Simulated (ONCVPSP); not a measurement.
## What one change does to a pseudopotential (calcium, ONCV)

ONCVPSP 4.0.1 input, shortened (lines: element, Z, core and valence counts, functional; n l f; lmax; l rc ep ncon nbas qcut; lloc lpopt rc5 dvloc0; l nproj debl; icmod fcfact rcfact), PBE, scalar-relativistic:

```
  Ca 20.00    3    3        4      upf
    1    0    2.00
    2    0    2.00
    2    1    6.00
    3    0    2.00
    3    1    6.00
    4    0    2.00
    2
    0    2.25    0.00    4    8    7.10
    1    1.20    0.00    4    7    6.60
    2    2.25    0.42    4    7    3.80
    4    2    0.80    2.00
    0    2    0.40
    1    2    3.30
    2    2    2.30
    3    2.00    1.10
```

In the d channel the program set the typed energies aside and used -0.072, 2.228 Ha.

Change: all radii but the core radius scaled by about 1.12 (s 2.52, p 1.34, d 2.52 bohr); local potential polynomial inside 0.90 bohr (lpopt 2, dvloc0 2 Ha).

Cutoffs: the cutoffs (Ha) at which the residual kinetic energy of the hardest occupied pseudo-wave falls to 1 and 0.1 mHa per electron; they do not see the model core or the augmentation charge, which bear on the density cutoff. Errors are all-electron minus pseudo energies relative to the spin-unpolarised reference configuration.

What does the change do?

The potential gets softer (19 Ha and 84 Ha → 14 Ha and 36 Ha); of the 4 tests that both files solve, the error grows in 2 and shrinks in 0 by more than 15 % and 0.3 meV (median size 1.0 → 1.3 meV); neither file shows a bound ghost. A larger radius leaves more room for a smooth pseudo-wave, so fewer plane waves are needed.

| quantity | base | changed |
| --- | --- | --- |
| cutoff, loose | 19 Ha | 14 Ha |
| cutoff, tight | 84 Ha | 36 Ha |
| loose cutoff by channel | s 11 Ha, p 19 Ha | s 6.0 Ha, p 14 Ha |
| bound ghosts | none | none |
| GHOST(+) flags under 300 eV | none | none |
| error for 3s2 3p6 4s1, meV [ΔE 6.31 eV] | -0.5 | -0.5 |
| error for 3s2 3p6 4s0, meV [ΔE 18.13 eV] | -2.6 | -3.4 |
| error for 3s2 3p6 4s1.5, meV [ΔE 2.50 eV] | -0.1 | -0.1 |
| error for 3s2 3p6 4s0 4p1, meV [ΔE 9.36 eV] | -1.5 | -2.0 |
| rms error of d²Exc/dni dnj with the model core, mHa | 0.79 | 0.94 |

Changed file: The cutoffs count occupied waves only; projector 2 of the d channel, the hardest unoccupied one, needs 36 Ha at the loose tolerance.
